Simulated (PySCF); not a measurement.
## Polarisability and C₆ of Os²⁺ (osmium, charge +2)

[Xe] 4f14 5d6, high-spin 5D determinant. All numbers are calculated (PySCF 2.14, scalar relativity through the core potential, in aug-cc-pwCVTZ-PP with ECP60MDF (8s8p7d4f3g, 122 functions)). Coupled (time-dependent) response in atomic units; α is the mean over directions.

```
method  mean α (bohr³)         α xx, yy, zz  C₆ (like pair)  S(−4)
   UHF           10.46  10.69, 10.69, 10.00           65.57  30.84
   PBE           11.71  11.94, 11.94, 11.26           74.51  42.79
```

S(−4) is the Cauchy moment in α(ω) = α(0) + S(−4) ω² + …

Spin-orbit coupling is absent.

α(iu) at PBE:

| u (hartree) | α(iu) (bohr³) |
| --- | --- |
| 0 | 11.71 |
| 0.0500 | 11.61 |
| 0.100 | 11.31 |
| 0.200 | 10.35 |
| 0.300 | 9.224 |
| 0.500 | 7.269 |
| 0.750 | 5.545 |
| 1.00 | 4.363 |
| 1.50 | 2.890 |
| 2.00 | 2.040 |
| 3.00 | 1.153 |
| 5.00 | 0.5007 |

A single London oscillator, α(iu) = α/(1 + u²/ω²), gives C₆ = (3/4) ω α². Matching the computed C₆ needs ω = 4 × 74.51 / (3 × 11.71²) = 0.725 hartree.

For an ion, C₆ is the dispersion term alone; charge-induced terms of lower order in 1/R come first.

The components differ because the open shell of this determinant is not spherical; for a pure term their mean is the scalar polarisability.

Energies and moments cover only the electrons outside the core potential. Spin-orbit coupling, absent here, splits the open shell strongly.
